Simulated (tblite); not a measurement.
n-butyl acetate (C₆H₁₂O₂), singlet, at a GFN2-xTB geometry; tblite with GFN1-xTB.

Here is a job for tblite.
```
$ tblite run mol.xyz --method gfn1 --charge 0 --spin 0 --efield 0,0,0.1 --json tblite.json --no-restart

# file mol.xyz
20

C     -3.89440677     0.59454652    -0.33914431
C     -2.68001968    -0.31588928    -0.20491072
C     -1.38482384     0.48734588    -0.11951388
C     -0.17218977    -0.42092200     0.01524335
O      1.00033746     0.39177182     0.08275542
C      2.16802990    -0.25184192     0.17766581
C      3.31561892     0.72248799     0.23727749
O      2.26799694    -1.44948390     0.20894184
H     -3.81830555     1.20228703    -1.23782775
H     -4.80696323     0.00670346    -0.39843415
H     -3.96943663     1.25962206     0.51805895
H     -2.78316202    -0.93130463     0.69123698
H     -2.63196905    -0.98823606    -1.06403610
H     -1.41976689     1.15834622     0.74057834
H     -1.26798427     1.09989802    -1.01525903
H     -0.23298041    -1.03303909     0.92249391
H     -0.08587689    -1.09870449    -0.84185072
H      3.18703026     1.38072010     1.09268432
H      3.31828247     1.33210993    -0.66271262
H      4.25120428     0.17893113     0.32178314
```

What the program printed (banner, timings and long lists left out):

```
xTB calculator
 | screened Coulomb repulsion
 | Coulomb electrostatics
 |  * isotropic Klopman-Ohno-Mataga-Nishimoto electrostatics
 |  * onsite third-order electrostatics
 | DFT-D3(BJ) dispersion correction
 | Interactions (1)
 | [1] electric field

halogen bonding energy    0.0000000000000E+00 Eh
repulsion energy          3.1556831640025E-01 Eh
dispersion energy        -6.8382982379173E-03 Eh
interaction energy        0.0000000000000E+00 Eh
number of electrons       4.8000000000000E+01 e
integral cutoff           1.9731147476801E+01 bohr

------------------------------------------------------------
  cycle        total energy    energy error   density error
------------------------------------------------------------
      1     -28.24939880928  -2.8558129E+01   3.9396474E-01
      2     -28.58614268753  -3.3674388E-01   2.1700713E-01
      3     -28.59033075550  -4.1880680E-03   8.5484674E-02
      4     -28.59087597987  -5.4522436E-04   9.7307933E-03
      5     -28.59145113826  -5.7515839E-04   2.8119034E-03
      6     -28.59153273750  -8.1599238E-05   9.8625021E-04
      7     -28.59154080792  -8.0704208E-06   8.9808127E-05
      8     -28.59154083721  -2.9292856E-08   3.4279372E-05
      9     -28.59154083780  -5.8599881E-10   2.2572134E-05
     10     -28.59154084330  -5.5004392E-09   4.5756362E-06
------------------------------------------------------------

electronic energy        -2.8900270861460E+01 Eh
total energy             -2.8591540843298E+01 Eh

Post processing:
 | Mayer-Wiberg bond orders

[Info] JSON dump of results written to 'tblite.json'
```
